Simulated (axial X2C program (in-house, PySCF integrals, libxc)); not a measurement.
**Low determinants of La⁺**

Calculated with an axial X2C code built on PySCF integrals, basis dyall-cv3z (cores contracted in-house), spin-free (one-electron X2C) and two-component (2c, atomic mean-field Coulomb and Gaunt terms). Energies in eV from the lowest row of each column (rows without correlated energies are left out; n/a marks j-coupled starts, which PBE0 does not hold); electrons by l are Mulliken totals of the Hartree–Fock solution, and PBE0 can relax to another configuration under the same block occupation. Coupled cluster uses truncated natural virtuals with an MP2 remainder. Frozen shells in the correlated columns: 4 s, 3 p, 2 d.

Spin-free determinants:

```tsv
electrons by l	M_S, M_L	HF	MP2	CCSD(T)	PBE0
s10 p24 d22	1, 3	0.06	0.00	0.00	0.17
s10 p24 d22	1, 2	0.00	0.03	0.00	0.02
s11 p24 d21	1, 2	0.18	0.00	0.03	0.36
s11 p24 d21	1, 1	0.17	0.03	0.03	0.28
s11 p24 d21	1, 0	0.12	0.03	0.03	0.23
s10.4 p24 d21.6	0, 2	0.22	0.11	0.06	0.21
s10 p24 d22	1, 0	0.13	0.15	0.10	0.00
s10 p24 d22	1, 1	0.39	0.27	0.20	0.26
```

Two-component determinants:

| electrons by l | 2M_J | HF | MP2 | CCSD(T) | PBE0 |
| --- | --- | --- | --- | --- | --- |
| s10.1 p24 d21.9 | 4 | 0.01 | 0.00 | 0.00 | 0.07 |
| s10 p24 d22 | 2 | 0.00 | 0.09 | 0.06 | 0.00 |
| s11 p24 d21 | 2 | 0.17 | 0.16 | 0.15 | 0.24 |
| s10.4 p24 d21.6 | 4 | 0.25 | 0.20 | 0.15 | n/a |
| s10 p24 d22 | 6 | 0.10 | 0.22 | 0.19 | 0.09 |
| s10 p24 d22 | 8 | 0.19 | 0.23 | 0.23 | 0.28 |
| s10.3 p24 d21.7 | 4 | 0.32 | 0.30 | 0.25 | 0.29 |
| s10.2 p24 d21.8 | 2 | 0.23 | 0.32 | 0.27 | n/a |

Ground level as tabulated from the NIST Atomic Spectra Database (leading term): 2S+1 = 3, L = 3, J = 2.

Spin-free rows of one term, and 2c rows of one J level, should be degenerate; broken spherical symmetry, the missing current term of PBE0 and determinants that mix terms or J levels spread them. The search is wide but not exhaustive and can miss a configuration; gaps between s and d configurations can be off by some tenths of an eV with this basis and core.

The run took 3.3 min on 1 thread of AMD EPYC 7R43 64-Core Processor (Zen 3) (shared host).
